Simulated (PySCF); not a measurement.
Ga(H)(Br)(NH2) (BrGaH₃N), SMILES [NH2][GaH][Br]. The structure is a stationary point at B3LYP-D3(BJ)/def2-SVP. The structure was generated by enumeration; whether it is a known compound was not checked. One conformer was computed; it need not be the lowest.

Q: Give the equilibrium geometry at B3LYP-D3(BJ)/def2-SVP (PySCF confirms it by a frequency run) as a Z-matrix, and its point group. (Estimate from the structure and the level; the computed values follow.)

A: This is not unique; one that fits is point group Cs.
```
Ga
N 1 1.8073
H 2 1.0144 1 124.36
H 2 1.0146 3 112.51 1 180.00
H 1 1.5517 2 125.17 3 0.00
Br 1 2.3140 5 120.77 2 -180.00
```
Charge 0, spin multiplicity 1.
